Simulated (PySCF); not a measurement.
Isomers of C4H6NSi (doublet state), one GFN2-xTB conformer each. Single-point energies are computed at B3LYP/pcH-1 (PySCF, gas phase, no added dispersion term), electronic only. GFN2-xTB treats the open shell by occupation alone, and not every SCF solution was tested for stability.

```tsv
SMILES	GFN2-xTB relative energy (kJ/mol)
[H]/N=[C]/C[SiH2]C#C	142.6
[NH][SiH]1C=CC=C1	0.0
```

Conformers: `[H]/[N:6]=[C:5]/[CH2:4][SiH2:3][C:2]#[CH:1]` (doublet state) with C2–Si3–C4–C5 -100°, Si3–C4–C5–N6 -2°; `[NH:1][SiH:2]1[CH:3]=[CH:4][CH:5]=[CH:6]1` (doublet state) with H–N1–Si2–C3 -134°.

What does B3LYP/pcH-1 give for the same structures?

| SMILES | B3LYP/pcH-1 E (Eh) | B3LYP/pcH-1 (kJ/mol) | GFN2-xTB (kJ/mol) | point group |
| --- | --- | --- | --- | --- |
| [NH][SiH]1C=CC=C1 | -500.20712 | 0.0 | 0.0 | Cs |
| [H]/N=[C]/C[SiH2]C#C | -500.17596 | 81.8 | 142.6 | C1 |

Both levels put the same isomer lowest.
